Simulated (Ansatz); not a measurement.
Potential energy curve for MgN (cation, charge +1), lowest triplet found (which spin is the ground state isn't settled by this scan).

Calculation: Ansatz (an electronic-structure program) with full CI/aug-cc-pVDZ, frozen core.

Relative to R = 2.14 Å, what are the energies at R = 1.67, 2.28, 2.38, 4.65 Å?

52.2 mEh at 1.67 Å, 1.6 mEh at 2.28 Å, 3.8 mEh at 2.38 Å, 25.2 mEh at 4.65 Å.

Also computed but left out beside FCI, since their determinant holds another spin at the minimum (<S²> over 0.7 above the pure value): UHF, UMP2, UCCSD, UCCSD(T), UCCSDT, UCCSDT(Q), UMP2/3-21G.
